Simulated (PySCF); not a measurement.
C6H3FSi, SMILES F[Si](C#C)(C#C)C#C.

Geometry: PBE-D3(BJ)/def2-SVP.

Two levels are set side by side: TDA-PBE/def2-SVPD (PySCF) and TDA-ωB97X/def2-SVPD (PySCF). Vertical, same geometry. The lowest singlet is HOMO→LUMO 100 % with PBE and HOMO→LUMO 69 % with the other functional; states are paired by order. Differences are taken from unrounded values.

```json
[
 {"quantity": "lowest singlet excitation (eV)", "TDA-ωB97X": "5.57", "TDA-PBE": "4.74", "TDA-PBE minus TDA-ωB97X": "-0.83"},
 {"quantity": "lowest triplet excitation (TDA) (eV)", "TDA-ωB97X": "4.71", "TDA-PBE": "4.37", "TDA-PBE minus TDA-ωB97X": "-0.33"}
]
```

A lower first singlet is the usual sign of a functional without exact exchange. Differences between two approximate levels are no errors against the true value.

Rough cost on one machine, each run with all the roots and properties that it gave: TDA-ωB97X against TDA-PBE about 4 times.
